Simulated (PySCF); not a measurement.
Ionisation energy of Sb³⁹⁺ by level of theory

Sb³⁹⁺ [Ne] 3s2 (1S) → Sb⁴⁰⁺ [Ne] 3s1 (2S), as a difference of total energies. Calculation: PySCF 2.14, in an uncontracted even-tempered set (18 s from 7.3 bohr⁻², ratio 2.5; 12 p from 9.5 bohr⁻², ratio 2.5; 4 d from 35 bohr⁻², ratio 2.7; 4 f from 53 bohr⁻², ratio 2.7); scalar relativity by spin-free X2C-1e. Correlated levels: outer shells: 1s2 frozen; virtual orbitals above 40 to 60 times the deepest correlated orbital energy dropped. The calculations carry no spin-orbit coupling.

```csv
method,ionisation energy (eV)
UHF,2815.3
LDA,2819.4
PBE,2821.5
PBE0,2820.2
r2SCAN,2815.3
PBEsol,2819.4
r2SCAN0,2815.7
MP2 (outer shells),2818.6
SCS-MP2 (outer shells),2819.1
```

**Question.** How much does correlation contribute at MP2 (outer shells)?

**Answer.** 2818.6 − (2815.3) = 3.3 eV, measured against UHF.

Breit and QED terms and the two-electron picture change are absent.

For comparison: 2815 ± 4 eV (theoretical estimate listed by NIST; NIST Atomic Spectra Database, ionization energies).
